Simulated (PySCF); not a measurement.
## Excitation energy of Co by level of theory

Co [Ar] 3d7 4s2 (4F) → Co [Ar] 3d6 4s2 5s1 (6D), as a difference of total energies. All numbers are calculated (PySCF 2.14, no relativity, point nucleus, in aug-cc-pVDZ (7s6p4d2f, 59 functions)). Correlated levels: valence: [Ar] frozen. The calculations carry no spin-orbit coupling.

```csv
method,excitation energy (eV)
UHF,8.692
LDA,11.149
PBE,11.019
PBE0,10.649
r2SCAN,10.995
B3LYP,10.864
B2PLYP,10.584
PBEsol,10.988
MP2 (valence),10.277
SCS-MP2 (valence),10.302
```

**Question.** How much does correlation contribute at MP2 (valence)?

**Answer.** 10.277 − (8.692) = 1.585 eV, measured against UHF.

A first-order spin-orbit estimate (lowest level to lowest level, LS coupling) adds 0.026 eV.

The upper state lies above the first ionisation limit, but in LS coupling its spin forbids autoionisation to the ground ion. A Rydberg-like electron needs more diffuse functions than a valence basis has.

The promoted electron is Rydberg-like, and one or two diffuse shells describe it only roughly, which tends to raise the upper state.
